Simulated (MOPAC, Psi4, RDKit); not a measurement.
Pair of molecules: HBr (SMILES Br) (first 2 atoms) with H4OSi (SMILES O[SiH3]); geometry from B3LYP-D3(BJ)/def2-TZVP.
(charge 0, multiplicity 1):
```csv
atom,x (Å),y (Å),z (Å)
Br,-0.6094,-1.1556,-0.0208
H,-0.1549,-0.4227,1.1354
O,0.4142,0.4928,2.6908
Si,-0.0908,0.1268,4.2355
H,1.0989,1.1549,2.5641
H,1.0380,-0.3805,5.0490
H,-1.1204,-0.9128,4.0636
H,-0.6578,1.3243,4.8970
```

Counterpoise-corrected where a basis set is named; no monomer relaxation. RDKit's UFF carries no charges.

Frozen-core correlation. Filled d and f shells under p-block atoms count as core. The state reached by AM1, PM6 isn't checked.

The values were computed with MOPAC for AM1, PM6 (differences of heats of formation); Psi4 for SAPT; RDKit for the force fields. 

### Question
One of these levels gives -2.12 kcal/mol for the interaction energy. Which one is it?
A) PM6
B) UFF
C) AM1
D) SAPT0/aug-cc-pVDZ

### Answer
C, AM1. The others give 23.18 (UFF), -4.26 (PM6), -5.53 (SAPT0/aug-cc-pVDZ)
